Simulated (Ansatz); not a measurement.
System: C$_{4}$H$_{11}$BO$_{3}$, net charge 0, singlet state. 
Structure (B3LYP-D3(BJ)/def2-TZVP (Ansatz, a program for electronic structure) minimum search):
```xyz
19

C     -1.2499     0.9599    -1.0971
C     -1.0531    -0.1174    -0.0327
C     -1.2686     0.4381     1.3733
C     -1.9830    -1.2984    -0.2892
O      0.2820    -0.6722    -0.1398
B      1.4611    -0.0111     0.0087
O      2.6369    -0.7123    -0.1305
O      1.5348     1.3301     0.2925
H     -2.2794     1.3213    -1.0773
H     -1.0511     0.5493    -2.0883
H     -0.5837     1.8035    -0.9263
H     -1.0828    -0.3387     2.1167
H     -2.2988     0.7799     1.4866
H     -0.6025     1.2768     1.5679
H     -3.0259    -0.9838    -0.2306
H     -1.8006    -1.7159    -1.2801
H     -1.8136    -2.0814     0.4508
H      2.4826    -1.6411    -0.3279
H      2.4474     1.6277     0.3622
```
Charge 0, spin multiplicity 1.

Wanted: atomisation energy (electronic, to ground-state atoms), in kcal/mol. Valence correlation only, unless marked. Open shells are spin-unrestricted. Spin-orbit coupling is left out. Non-relativistic unless marked X2C. The coupled-cluster limit lacks core correlation, which all-electron functionals hold. Basis-set limits of correlation are two-point, X^-3; Hartree-Fock from the larger set. [CCSD(T)-MP2]/basis is that difference in the basis named.

```csv
level,program,atomisation energy (kcal/mol)
PBE-D4/def2-TZVPD,Ansatz + dftd4,1941.6
```

Task: Estimate the value at RI-MP2/CBS(aug-cc-pVTZ,aug-cc-pVQZ)+[CCSD(T)-MP2]/aug-cc-pVTZ as computed with Ansatz.

Result: 1907.3 kcal/mol
